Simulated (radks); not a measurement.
Ionisation of the bismuth ion Bi+, [Hg] 6p2, to [Hg] 6p1 as the strength of local exchange is varied. Calculated with a radial shooting solver on a logarithmic mesh with Libxc functionals: scalar-relativistic Kohn-Sham, Slater X-alpha exchange (alpha = 2/3 is LDA exchange), no correlation, spin-polarised, spherical densities, point nucleus; open shells are filled with parallel spins first (spin-orbit coupling, left out, can overturn this in heavy ions).

alpha  E(Bi+) (hartree)  exchange (hartree)  IE (eV)  -e of the level emptied (eV)  <r> of it (bohr)
0.593       -21468.8017           -332.1789   14.281                   10.610 (6p)             2.878
0.667       -21510.5567           -374.3770   15.042                   11.336 (6p)             2.822
0.843       -21610.2005           -475.4029   16.927                   13.149 (6p)             2.700
0.855       -21617.0115           -482.3249   17.059                   13.277 (6p)             2.692
0.902       -21643.7092           -509.4781   17.582                   13.784 (6p)             2.663

NIST Atomic Spectra Database: 16.703 eV (measured). The Delta-SCF value meets it near alpha = 0.82. Open shells are spherical and high-spin; term and fine-structure splittings are not resolved. Spin-orbit splitting is averaged out at the scalar-relativistic level.
